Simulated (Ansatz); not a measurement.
Start from `BC(C)=S` and change one atom or group to get `BC=S`.

Ansatz, PBE0-D4/def2-TZVP geometries, multiplicity 1. 

```tsv
property	`BC(C)=S`
HOMO energy (ωB97M-V/def2-TZVPP) / eV	-9.60
LUMO energy (B3LYP/def2-TZVPP) / eV	-2.60
HOMO energy (B3LYP/def2-TZVPP) / eV	-7.24
HOMO–LUMO gap (PBE/def2-TZVPP) / eV	3.00
LUMO energy (PBE/def2-TZVPP) / eV	-3.35
HOMO energy (PBE/def2-TZVPP) / eV	-6.35
```

Q: Give the same properties after the change, and the shifts. (An estimate is asked.)

A: Ansatz gave: 
| property | `BC=S` | shift |
| --- | --- | --- |
| HOMO energy (ωB97M-V/def2-TZVPP) / eV | -9.74 | -0.14 |
| LUMO energy (B3LYP/def2-TZVPP) / eV | -3.07 | -0.47 |
| HOMO energy (B3LYP/def2-TZVPP) / eV | -7.39 | -0.15 |
| HOMO–LUMO gap (PBE/def2-TZVPP) / eV | 2.67 | -0.33 |
| LUMO energy (PBE/def2-TZVPP) / eV | -3.83 | -0.48 |
| HOMO energy (PBE/def2-TZVPP) / eV | -6.50 | -0.15 |

With PBE0 the HOMO falls by 0.16 eV and the LUMO falls by 0.46 eV, so the gap narrows by about 0.30 eV. PBE moves the HOMO by -0.15 eV and ωB97M-V by -0.14 eV. The zero-point energy changes by -74.2 kJ/mol with -9 modes.

B3LYP here is the variant with VWN-RPA as its local correlation; programs differ in this.
